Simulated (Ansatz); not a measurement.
The cluster K4H3⁺, relaxed as a singlet with RKS r2SCAN-D4/def2-SVP in Ansatz, starting from the GFN1-xTB geometry. Force threshold 0.02 eV/Å.

Another isomer (singlet) lies 0.50 eV lower at PBE0-D4/def2-TZVP; other spin states weren't run for this one.

Start:

```xyz
7

K     2.7840   -1.5952   -1.2113
K     0.6399    0.5030    0.7661
K    -2.8141    2.4012    2.1815
K    -1.9572   -0.7312   -1.4227
H     0.3114   -1.4435   -1.5565
H    -1.8358    0.9086    0.5854
H     2.8718   -0.0429    0.6577
```

Estimate the energy that the relaxation releases and the steps that it takes.

4.7 kcal/mol, in 8 steps; 18 s on 4 threads of Arm Neoverse V2 on a shared host. No frequencies were taken in this run, so the end may be a saddle point.

Does the start keep its bonding?

Bonds formed: K2–H5 (atoms count from 1). Metal–metal contacts that move far: K2–K3 4.19 to 4.78 Å.

Predict the relaxed structure.


```xyz
7

K     2.883   -1.781   -1.407
K     0.881    0.490    0.834
K    -3.304    2.443    2.072
K    -2.035   -0.713   -1.379
H     0.355   -1.156   -1.282
H    -1.968    0.979    0.671
H     3.187   -0.262    0.492
```
Bond lengths (bridged metal pairs left out): 1 × K–K 4.78 Å; 7 × H–K 2.43 to 2.73 Å.
